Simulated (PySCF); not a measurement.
SMILES Cc1c[c]c(O)cc1, doublet, GFN2-xTB optimised geometry.

```
15

C      2.78    -0.07     0.00
C      1.29    -0.02     0.00
C      0.52    -1.18     0.00
C     -0.86    -1.14     0.00
C     -1.53     0.08     0.00
O     -2.89     0.08     0.00
C     -0.75     1.21     0.00
C      0.61     1.21     0.00
H      3.15    -0.67    -0.83
H      3.14    -0.52     0.93
H      3.21     0.93    -0.08
H      1.02    -2.13     0.00
H     -1.45    -2.04     0.00
H     -3.21     0.99     0.00
H      1.17     2.13     0.00
```

Density from PySCF with unrestricted B3LYP/def2-TZVP at that geometry.

Minimum of the electron density along straight lines between bonded atoms, close to the bond critical point (lines longer than 1.1 times the sum of covalent radii, or with two minima, are not listed):

| bond | length / Å | ρ at the minimum / e bohr⁻³ | ∇²ρ there / e bohr⁻⁵ | position (fraction from the first atom) |
|---|---|---|---|---|
| C1–C2 | 1.499 | 0.261 | -0.69 | 0.49 |
| C2–C3 | 1.389 | 0.322 | -0.96 | 0.50 |
| C3–C4 | 1.380 | 0.326 | -0.98 | 0.50 |
| C4–C5 | 1.399 | 0.315 | -0.93 | 0.48 |
| C5–O6 | 1.361 | 0.295 | -0.66 | 0.35 |
| C5–C7 | 1.371 | 0.329 | -0.98 | 0.51 |
| C2–C8 | 1.399 | 0.311 | -0.89 | 0.50 |
| C7–C8 | 1.359 | 0.335 | -1.02 | 0.51 |
| C1–H9 | 1.089 | 0.279 | -0.96 | 0.64 |
| C1–H10 | 1.090 | 0.279 | -0.95 | 0.64 |
| C1–H11 | 1.087 | 0.282 | -0.97 | 0.64 |
| C3–H12 | 1.081 | 0.288 | -1.03 | 0.64 |
| C4–H13 | 1.079 | 0.288 | -1.03 | 0.65 |
| O6–H14 | 0.964 | (withheld) | (withheld) | 0.80 |
| C8–H15 | 1.080 | 0.287 | -1.03 | 0.64 |

Task: Complete the blanks.

Result: 
- O6–H14, ρ at the minimum / e bohr⁻³: 0.360
- O6–H14, ∇²ρ there / e bohr⁻⁵: -2.45
